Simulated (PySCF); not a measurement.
H$_{12}$MgO$_{6}$ (SMILES [OH2]->[Mg+2](<-[OH2])(<-[OH2])(<-[OH2])(<-[OH2])<-[OH2]), charge +2, singlet, geometry from GFN2-xTB (such geometries of metal compounds can be far from the true shape), with bond 15-14 at 2.0 times its length. Base run: DF-R2SCAN/def2-SV(P) run with PySCF.

Here is a job for PySCF.
```python
from pyscf import gto, scf, dft

mol = gto.Mole()
mol.atom = '''
    Mg   -0.00000000    0.00000000    0.00000000
    O    -0.67410002    1.61759197   -0.90674974
    H    -1.47643835    1.68900628   -1.43316959
    H    -0.26435890    2.48826645   -0.90842274
    O     1.54915358    1.02153103    0.67067670
    H     1.60152104    1.50787032    1.49934817
    H     2.39901627    1.13013345    0.23260869
    O     1.01927525   -0.48278389   -1.61901432
    H     1.57980187   -1.25618434   -1.73574607
    H     1.05237658    0.00944227   -2.44519975
    O    -1.01927525    0.48278389    1.61901432
    H    -1.57980187    1.25618434    1.73574607
    H    -1.05237658   -0.00944227    2.44519975
    O    -1.54915358   -1.02153103   -0.67067670
    H    -1.65388850   -1.99420961   -2.32801964
    H    -2.39901627   -1.13013345   -0.23260869
    O     0.67410002   -1.61759197    0.90674974
    H     0.26435890   -2.48826645    0.90842274
    H     1.47643835   -1.68900628    1.43316959
'''
mol.basis = 'def2-sv(p)'
mol.charge = 2
mol.verbose = 4
mol.build()

mf = dft.RKS(mol)
mf.xc = 'r2scan'
mf = mf.density_fit(auxbasis='def2-universal-jkfit')
mf.kernel()
mf.analyze()
```

Variants of this job, named by their change:

```
change                                                                            ΔE vs base (mEh)  SCF cycles                outcome
--------------------------------------------------------------------------------  ----------------  ----------  ---------------------
base                                                                                         0.000          12              converged
conv_tol = 1e-7                                                                              0.000          11              converged
init_guess = sap                                                                             0.000          14              converged
init_guess = mod_huckel                                                                      0.000          14              converged
solver = newton; init_guess = 1e                                                                 -           -  cut at the time limit
init_guess = atom                                                                            0.000          12              converged
DIIS = EDIIS                                                                                     -          50          not converged
level_shift = 1.0 (with mf.max_cycle = 100)                                                  0.000          65              converged
diis = off; damp = 0.3 (with mf.diis_start_cycle = 200; with mf.max_cycle = 150)                 -           -  cut at the time limit
```
